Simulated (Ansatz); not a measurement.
SH+, multiplicity 3 (lowest of 2S+1 = 1, 3, 5 at CCSD(T)/def2-TZVPP on PBE0 minima; our sources give no spin for the ground state, which may be another), most abundant isotopes (1.0078 and 31.9721 u). Constants from fifth-degree fits in 1/R to seven points on the lowest solution found; no spin–orbit coupling, no relativity up to Kr; ω_e x_e and α_e move by some per cent with the fit.

Correlated levels freeze the cores. CBS: X⁻³ extrapolation of the correlation energy, Hartree–Fock from the larger set.

Codes used: Ansatz (Gaussian orbitals). Values without a source in brackets are computed.

| level | r_e (Å) | ω_e (cm⁻¹) | ω_e x_e (cm⁻¹) | α_e (cm⁻¹) |
|---|---|---|---|---|
| PBE/def2-TZVPP | 1.3816 | 2461.1 | 46.5 | 0.278 |
| CCSD(T)/CBS(aug-cc-pV(Q+d)Z, aug-cc-pV(5+d)Z) | 1.3643 | 2554.6 | 49.1 | 0.284 |

### Question
Predict ω_e, ω_e x_e, B_e and the fall in zero-point energy on putting deuterium (2.014102 u) for H, at CCSD(T)/CBS(aug-cc-pV(Q+d)Z, aug-cc-pV(5+d)Z).

### Answer

The curve stays; ρ = √(μ_H/μ_D) = √(0.97703/1.89474) = 0.71809. ω_e scales with ρ: 1834 cm⁻¹; ω_e x_e and B_e with ρ²: 25.3 and 4.780 cm⁻¹. The zero-point energy falls by 354 cm⁻¹, by which D₀ of the deuteride is larger.

Ansatz is a quantum-chemistry and plane-wave program.
